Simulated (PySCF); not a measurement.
Radial density of Nb²⁺ (niobium, charge +2)

UHF, [Kr] 4d3, high-spin 4F determinant. Calculation: PySCF 2.14, in def2-SVP with the def2 core potential (28 electrons) (5s3p2d1f, 31 functions); a scalar-relativistic core potential. This is the valence pseudo-density: the core potential removes the inner electrons and smooths the orbitals near the nucleus.

```
r (bohr)  4πr²ρ (e/bohr)  4πr²(ρα − ρβ)
  0.0371       1.225e-05         0.0000
  0.0625       3.320e-05         0.0000
   0.105       8.932e-05         0.0000
   0.177       0.0005087         0.0002
   0.297         0.01778         0.0038
   0.500          0.6564         0.0704
   0.841           6.941         0.7201
    1.41           7.891         1.8493
    2.38           1.442         0.9284
    4.00         0.07370         0.0716
    6.73       0.0006051         0.0006
```

Energies and moments cover only the electrons outside the core potential.
